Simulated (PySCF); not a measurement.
## Two-component Hartree-Fock for Rb⁺ (rubidium, charge +1)

Start: [Kr]. Calculated with PySCF 2.14 in x2c-TZVPall-2c with one added diffuse shell each of s, p, d type (9s10p8d1f, 86 functions): generalised Hartree-Fock with the X2C-1e Hamiltonian and a Gaussian nucleus; one run each with spin-orbit coupling (SO) switched off, then screened by Boettger's factors.

| spinor shell | electrons | ε, spin-free (eV) | ε, screened SO (eV) | weight of nominal j (screened SO) | rms radius, screened SO (bohr) |
| --- | --- | --- | --- | --- | --- |
| 1s1/2 | 2 | -15292.5 | -15292.0 | 1.000 | 0.0464 |
| 2s1/2 | 2 | -2113.5 | -2113.4 | 1.000 | 0.192 |
| 2p1/2 | 2 | -1868.7 | -1910.6 | 1.000 | 0.169 |
| 2p3/2 | 4 | -1868.7 | -1848.8 | 1.000 | 0.173 |
| 3s1/2 | 2 | -347.17 | -347.14 | 1.000 | 0.543 |
| 3p1/2 | 2 | -266.15 | -272.76 | 1.000 | 0.550 |
| 3p3/2 | 4 | -266.15 | -263.00 | 1.000 | 0.561 |
| 3d3/2 | 4 | -131.83 | -132.80 | 1.000 | 0.575 |
| 3d5/2 | 6 | -131.83 | -131.16 | 1.000 | 0.579 |
| 4s1/2 | 2 | -48.083 | -48.076 | 1.000 | 1.57 |
| 4p1/2 | 2 | -27.473 | -28.149 | 1.000 | 1.82 |
| 4p3/2 | 4 | -27.473 | -27.148 | 1.000 | 1.86 |

```csv
quantity,spin-free,screened SO
E (hartree),-2978.87000,-2979.07893
M_J,0,0
⟨J²⟩,0.000,0.000
⟨L²⟩,0.000,0.005
⟨S²⟩,0.000,0.005
```

Breit and QED terms are absent; they matter most for the inner s and p1/2 levels.

Densities and radii are taken from the X2C orbitals without a picture-change correction, which distorts them close to the nucleus.

Without spin-orbit coupling the j labels of p, d and f shells carry no meaning; the spin-free column gives the mean over the occupied spinors of each nl shell.
